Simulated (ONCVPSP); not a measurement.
# Varying the ONCV potential for nitrogen

Base potential:

| Quantity | Value |
| --- | --- |
| Element | N |
| Generator | ONCVPSP 4.0.1 |
| Type | optimised norm-conserving Vanderbilt (ONCV) |
| Functional | LDA (Perdew-Zunger) |
| Relativity | scalar-relativistic |
| Frozen core | [He] |
| Valence charge | 5 |
| Reference configuration | 2s2 2p3 |
| Partial waves | 2s: rc 0.75 bohr, ncon 3, nbas 7, qcut 7.4 1/bohr, 2 projectors, debl 1 Ha; 2p: rc 1.50 bohr, ncon 5, nbas 10, qcut 7.9 1/bohr, 2 projectors, debl 1.5 Ha; d scattering state at 0.38 Ha: rc 1.45 bohr, ncon 3, nbas 7, qcut 7.3 1/bohr, 2 projectors, debl 3.1 Ha |
| Local potential | polynomial inside 0.60 bohr (lpopt 2, dvloc0 0 Ha) |
| Core correction | Teter function, fcfact 4, rcfact 1.55 |

Cutoffs, loose and tight: the cutoffs (Ha) at which the residual kinetic energy of the hardest occupied pseudo-wave falls to 1 and 0.1 mHa per electron. They do not see the model core or the augmentation charge, which bear on the density cutoff. Test errors are all-electron minus pseudo excitation energies from the reference, over the configurations 2s2 2p2; 2s2 2p1; 2s2 2p0; 2s2 2p2.5. A dash means not determined; rows that change the core or the reference have their own tests.

1 further variants are left out, since the program set their typed debl aside.

```json
{"change": "base", "outcome": "generated", "cutoff, loose": "29 Ha", "cutoff, tight": "98 Ha", "bound ghosts": "none", "GHOST(+) flags above zero": "s", "largest test error (meV)": "+484"}
{"change": "d: rc 1.38", "outcome": "generated", "cutoff, loose": "29 Ha", "cutoff, tight": "98 Ha", "bound ghosts": "none", "GHOST(+) flags above zero": "s", "largest test error (meV)": "+484"}
```

Question: What comes out with this change to the base: functional PBE?

Answer: outcome: generated; cutoff, loose: 29 Ha; cutoff, tight: 99 Ha; bound ghosts: none; GHOST(+) flags above zero: none; largest test error (meV): +569.

Question: What comes out with this change to the base: reference 2s2 2p1.5?

Answer: outcome: generated, projector energies reset by the program; cutoff, loose: 31 Ha; cutoff, tight: 111 Ha; bound ghosts: none; GHOST(+) flags above zero: none; largest test error (meV): +495.
